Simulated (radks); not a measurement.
Results of a calculation; reference values are marked as such.
Numerical settings for neutral lead, [Hg] 6p2. Code: a radial shooting solver on a logarithmic mesh with Libxc functionals. Model: Dirac Kohn-Sham, PBE, spin-unpolarised, spherical densities, finite nucleus; open shells fill j = l - 1/2 first; Fermi nuclear charge, rms radius 5.5012 fm. The defaults (mesh step 0.008 in ln r, mesh end at 40 bohr or more with all orbitals vanishing there, Anderson mixing 0.5 over 9 steps, residual threshold near 1e-9 with the energy settled to 1e-9 hartree or 1e-11 of itself, here a cap of 60 iterations) give E = -20922.709 hartree and 6p1/2 at -3.993 eV in 14 iterations. Run on one thread of a shared host, so times are rough (Arm Neoverse V1): 0.18 s of CPU time, 0.18 s wall, 14 iterations on 2440 mesh points. Changes against that run (0 stands for a change within the tolerance of the run):

setting,iterations,converged,E (mhartree),e(6p1/2) (meV),CPU (s)
mesh step in ln r 0.2,4,no,diverged,-,0.01
mesh step in ln r 0.003,16,yes,0,0,0.49
mesh step in ln r 0.05,16,yes,+0.315,+0.00275,0.05
mesh end (bohr) 2,13,level above zero,+1.86e+04,+1.23e+05,0.13
mesh end (bohr) 5,15,yes,+132,+3.04e+03,0.17
residual threshold 1e-16,60,no,0,0,0.38
residual threshold 0.1,8,yes,0,+0.608,0.13
mixing 1.5,15,yes,0,0,0.2
"linear mixing, mixing 1",60,no,+1.6e+06,+4e+03,3.1
"linear mixing, mixing 0.5",30,yes,0,0,0.29
mixing history 3,15,yes,0,0,0.19
iteration cap 3,3,no,+22,-375,0.06

Settled on a wrong energy, with an occupied level pushed above zero by the early mesh end: mesh end (bohr) 2 (+18.6 hartree). Apart from these: settings that end as converged yet miss the energy by more than 1 mhartree: mesh end (bohr) 5 (+0.132 hartree). A mesh that ends early acts as a hard wall.
